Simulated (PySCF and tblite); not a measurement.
The numbers below are computed, except where a source is named.
2 diastereomers of C₅H₁₀ClFSi, numbered alike:

| isomer | SMILES | descriptors (one enantiomer) |
| --- | --- | --- |
| A | [F:1][Si@@H:2]1[CH2:3][CH2:4][CH2:5][CH2:6][C@@H:7]1[Cl:8] | 2R, 7S |
| B | [F:1][Si@H:2]1[CH2:3][CH2:4][CH2:5][CH2:6][C@@H:7]1[Cl:8] | 2S, 7S |

Protocol: conformer search, at most 6 conformers an isomer, GFN2-xTB geometries, energies B3LYP/def2-SVP (IEF-PCM, acetone) (D3(BJ) added where defined), GIAO shieldings mPW1PW91/pcSseg-1 (IEF-PCM, acetone), weights at 298.15 K with GFN2-xTB thermal terms. Programs: PySCF with density fitting and tblite.

Question: What shifts does each isomer give (ppm; of two unlike H on one atom, a is the less shielded)?

Answer: 
A: ¹H (against TMS): 3.82 (H7, 1H), 2.11 (H6a, 1H), 2.09 (H6b, 1H), 1.88 (H5a, 1H), 1.81 (H4a, 1H), 1.61 (H4b, 1H), 1.38 (H5b, 1H), 1.29 (H3a, 1H), 1.03 (H3b, 1H). ¹³C (against TMS): 53.6 (C7), 39.0 (C6), 28.6 (C5), 27.0 (C4), 16.4 (C3). ²⁹Si (against TMS): 8.7 (Si2).

B: ¹H (against TMS): 3.97 (H7, 1H), 2.25 (H6a, 1H), 2.16 (H6b, 1H), 2.03 (H4a, 1H), 1.71 (H5a, 1H), 1.58 (H4b, 1H), 1.54 (H5b, 1H), 1.17 (H3a, 1H), 0.96 (H3b, 1H). ¹³C (against TMS): 51.4 (C7), 38.2 (C6), 27.2 (C4), 26.4 (C5), 15.0 (C3). ²⁹Si (against TMS): 8.1 (Si2). H not on carbon is left out.

Unscaled ²⁹Si shifts at such levels can be off by tens of ppm; differences between conformers or isomers are more reliable. Shifts are unscaled: against experiment ¹³C can be off by 15 ppm or more and ¹H by 0.8 ppm.
